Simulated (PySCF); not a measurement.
HN2, SMILES [NH][N] (connectivity only; charge and spin as stated), neutral, multiplicity 2. Coordinates come from a PBE-D3(BJ)/def2-TZVPD optimisation.

Level of theory: PySCF 2.14.0 with PBE-D3(BJ)/def2-TZVPD.

Harmonic wavenumbers (cm⁻¹): 1084, 1815, 2566. Rotational constants (GHz): 655.1, 46.21, 43.17; symmetry number 1.

Question: Work out the zero-point energy and the ideal-gas rigid-rotor harmonic-oscillator thermochemistry at 298.15 K and 1 atm.

Answer: ZPE = ½ Σ hcν = ½ × 5466 cm⁻¹ = 7.81 kcal/mol. H − E(el) = 10.20 kcal/mol. Entropy in cal/(mol K): translation 36.03, rotation 16.16, vibration 0.07, spin 1.38, total 53.64. G − E(el) = -5.79 kcal/mol. Cp = 8.27 cal/(mol K).
